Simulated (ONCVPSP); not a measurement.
# Transferability test, ONCV potential for nickel

nickel, optimised norm-conserving Vanderbilt (ONCV), made with ONCVPSP 4.0.1 (LDA (Perdew-Zunger), fully relativistic). Core [Ne] 3s2, reference 3p6 3d8 4s2. Waves: 4s: rc 2.40 bohr, ncon 4, nbas 9, qcut 3.1 1/bohr, 3 projectors, debl 2.7 Ha; 3p: rc 0.90 bohr, ncon 4, nbas 8, qcut 13.4 1/bohr, 2 projectors, debl 1 Ha; 3d: rc 1.20 bohr, ncon 4, nbas 9, qcut 10.8 1/bohr, 2 projectors, debl 1 Ha; f scattering state at 0.06 Ha: rc 2.50 bohr, ncon 4, nbas 8, qcut 5 1/bohr, 3 projectors, debl 1.3 Ha. Local part: polynomial inside 0.90 bohr (lpopt 5, dvloc0 0 Ha). Core correction: Teter function, fcfact 1.5, rcfact 1.05.

Open shells are filled in proportion to 2j + 1.

In the p channel the program set the typed energies aside and used -2.591, 0.250 Ha (j = l + 1/2; the other j can differ).

Energies are relative to the spin-unpolarised reference configuration 3p6 3d8 4s2; without spin polarisation the order of configurations can differ from experiment.

```json
{"valence configuration": "3p6 3d8 4s1", "charge": "+1", "ΔE all-electron (eV)": "9.601", "error AE − PS (meV)": "-5.3"}
{"valence configuration": "3p6 3d8 4s0", "charge": "+2", "ΔE all-electron (eV)": "27.261", "error AE − PS (meV)": "-36"}
{"valence configuration": "3p6 3d7 4s0", "charge": "+3", "ΔE all-electron (eV)": "65.058", "error AE − PS (meV)": "-7.9"}
{"valence configuration": "3p6 3d8 4s1 4p1", "charge": "0", "ΔE all-electron (eV)": "4.679", "error AE − PS (meV)": "-6.4"}
```

Note: no bound ghost flagged; GHOST(+) flagged for s at 40.2 eV.
